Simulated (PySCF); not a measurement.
From one molecule to another.

First species: C5H11O2P.
InChI=1S/C5H11O2P/c1-4-8(3)5(6)7-2/h4H2,1-3H3

Second species: C8H13ClO.
SMILES: `C=C[C@@H](CC(C)C)C(=O)Cl`

Levels: PBE0/pcSseg-1 for dipole moment, HOMO energy, LUMO energy and HOMO–LUMO gap; GFN2-xTB for rotational constant A and rotational constant C. Geometries: GFN2-xTB. All species are isolated and taken at one optimised geometry, non-relativistic unless stated; the electronic structure was computed with PySCF and density fitting.

Dipoles, sizes and rotational constants follow the conformer. The torsions of the flexible species, by atom-mapped SMILES:
- `[CH3:1][CH2:2][P:3]([CH3:4])[C:5](=[O:6])[O:7][CH3:8]`: C1–C2–P3–C4 -75°, C2–P3–C5–O6 129°, P3–C5–O7–C8 -176°
- `[CH2:1]=[CH:2][C@@H:3]([CH2:4][CH:5]([CH3:6])[CH3:7])[C:8](=[O:9])[Cl:10]`: C1–C2–C3–C4 121°, C2–C3–C4–C5 175°, C3–C4–C5–C6 61°, C2–C3–C8–O9 114°

```tsv
property	column X	column Y
dipole moment	2.11 D	2.96 D
HOMO energy	-6.83 eV	-7.90 eV
LUMO energy	-0.08 eV	-1.15 eV
HOMO–LUMO gap	6.75 eV	6.75 eV
rotational constant A	2.719 GHz	1.257 GHz
rotational constant C	0.874 GHz	0.667 GHz
```

Question: Which column belongs to which species?

Answer: Column X is the first species and column Y the second. The first has 19 atoms and 72 electrons, the second 23 and 86.

Question: How does each property change from the first species to the second?

Answer: dipole moment +0.85 D; HOMO energy -1.07 eV; LUMO energy -1.07 eV; HOMO–LUMO gap 0.00 eV; rotational constant A -1.462 GHz; rotational constant C -0.207 GHz.

On the first: A dipole of 2.11 D is allowed in C1, and pure rotational transitions are dipole-allowed. The dipole matches unit charges of opposite sign 0.44 Å apart (1 e·Å = 4.8032 D).

On the second: The dipole equals about 9.9 × 10⁻³⁰ C·m (1 D = 3.33564 × 10⁻³⁰ C·m). A dipole of 2.96 D is allowed in C1, and pure rotational transitions are dipole-allowed.
